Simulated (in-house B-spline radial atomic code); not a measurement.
Radial electron density of Rh34+, [Ne] 3s1. Computed with an all-electron radial atomic-structure program (B-spline basis): scalar-relativistic (X2C) SCAN, spin-polarised, spherical fractional occupations, Fermi nucleus of rms radius 4.4945 fm.

One-electron X2C: radii and densities carry no picture-change correction, so inner-shell <1/r> comes out high (for 1s by about 2 % at Z = 33, 5 % at 54, 10 % at 75, 30 % at 118) and <r> low.

Columns: r (bohr), 4πr²n(r) (electrons per bohr), bar.

```
 0.00103    1.564 #
 0.00122    2.066 #
 0.00144    2.705 ##
  0.0017    3.533 ##
 0.00201    4.608 ###
 0.00238    5.995 ####
 0.00281    7.725 #####
 0.00332      9.9 #######
 0.00393    12.63 #########
 0.00465    15.94 ###########
  0.0055    19.91 ##############
  0.0065    24.51 #################
 0.00769    29.75 #####################
 0.00909    35.43 #########################
  0.0108    41.47 #############################
  0.0127    46.94 ################################
   0.015     51.8 ####################################
  0.0178    55.37 ######################################
   0.021     56.9 #######################################
  0.0249    56.21 #######################################
  0.0294    53.51 #####################################
  0.0348    49.63 ##################################
  0.0411     46.2 ################################
  0.0486    44.91 ###############################
  0.0575    47.07 #################################
   0.068    52.54 ####################################
  0.0805     59.3 #########################################
  0.0951    63.62 ############################################
   0.113     61.9 ###########################################
   0.133    53.22 #####################################
   0.157    39.36 ###########################
   0.186    24.58 #################
    0.22    13.68 #########
    0.26    7.867 #####
   0.308     5.39 ####
   0.364    3.898 ###
    0.43    2.344 ##
   0.509    1.014 #
   0.602   0.2967 
   0.712  0.05496 
   0.842 0.006013 
   0.995 0.0003632 
    1.18 9.82e-06
```

On this grid the curve has 2 maxima, near 0.021, 0.0951 bohr.

The 2p up radial function P(r) = rR(r), positive near the nucleus:

| r (bohr) | P |
| --- | --- |
| 0.000869 | 0.003472 |
| 0.00122 | 0.0061 |
| 0.0017 | 0.01071 |
| 0.00238 | 0.01911 |
| 0.00332 | 0.03405 |
| 0.00465 | 0.06115 |
| 0.0065 | 0.109 |
| 0.00909 | 0.1927 |
| 0.0127 | 0.3342 |
| 0.0178 | 0.5676 |
| 0.0249 | 0.924 |
| 0.0348 | 1.419 |
| 0.0486 | 2.016 |
| 0.068 | 2.568 |
| 0.0951 | 2.81 |
| 0.133 | 2.49 |
| 0.186 | 1.652 |
| 0.26 | 0.7349 |
| 0.364 | 0.1878 |
| 0.509 | 0.02224 |
